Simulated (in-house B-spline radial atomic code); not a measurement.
Configurations of the ruthenium ion Ru⁶⁺, with energies counted from [Kr] 4d2. Method: scalar-relativistic (X2C) revTPSS, spin-polarised, spherical fractional occupations, Fermi nucleus of rms radius 4.4809 fm. Calculated with an all-electron radial atomic-structure program (B-spline basis). Shells without spins written out take the highest spin.

Occupations are held fixed; configurations that lie above the ionisation limit could autoionise.

```json
{"configuration": "[Kr] 4d(1 up, 1 down)", "E - E(ref) (eV)": "1.1696", "highest orbital": "4d up", "its <r> (bohr)": "1.26"}
{"configuration": "[Kr] 4d1 5p1", "E - E(ref) (eV)": "32.986", "highest orbital": "5p up", "its <r> (bohr)": "2.306"}
{"configuration": "[Kr] 4d(0 up, 1 down) 4f(0 up, 1 down)", "E - E(ref) (eV)": "43.08", "highest orbital": "4f down", "its <r> (bohr)": "1.823"}
{"configuration": "[Ar] 3d10 4s2 4p5 4d2 5p1", "E - E(ref) (eV)": "78.482", "highest orbital": "5p up", "its <r> (bohr)": "2.283"}
{"configuration": "[Ar] 3d10 4s2 4p5 4d2 5f1", "E - E(ref) (eV)": "107.14", "highest orbital": "5f up", "its <r> (bohr)": "3.576"}
{"configuration": "[Ar] 3d9 4s2 4p6 4d2 5d1", "E - E(ref) (eV)": "338.79", "highest orbital": "5d up", "its <r> (bohr)": "2.714"}
{"configuration": "[Ar] 3d(4 up, 5 down) 4s2 4p6 4d(1 up, 1 down) 5f(1 up, 0 down)", "E - E(ref) (eV)": "354.78", "highest orbital": "5f up", "its <r> (bohr)": "3.534"}
```

Problem. Order these further configurations by energy, lowest first.
A. [Ar] 3d9 4s2 4p6 4d2 4f1
B. [Ar] 3d10 4s2 4p(2 up, 3 down) 4d(2 up, 0 down) 4f(1 up, 0 down)
C. [Ar] 3d10 4s2 4p5 4d2 4f1
D. [Kr] 4d1 5f1
E. [Ar] 3d9 4s2 4p6 4d2 5p1

Solution. D (61.415 eV), C (87.855 eV), B (90.811 eV), E (324.11 eV), A (333.61 eV).

Problem. How far above the reference does [Ar] 3d10 4s2 4p5 4d2 5s1 lie?

Solution. 68.455 eV; its least bound orbital is 5s up with <r> = 2.075 bohr.

Problem. How far above the reference does [Ar] 3d(5 up, 4 down) 4s2 4p6 4d(2 up, 0 down) 5s(1 up, 0 down) lie?

Solution. 314.02 eV; its least bound orbital is 5s up with <r> = 2.054 bohr.
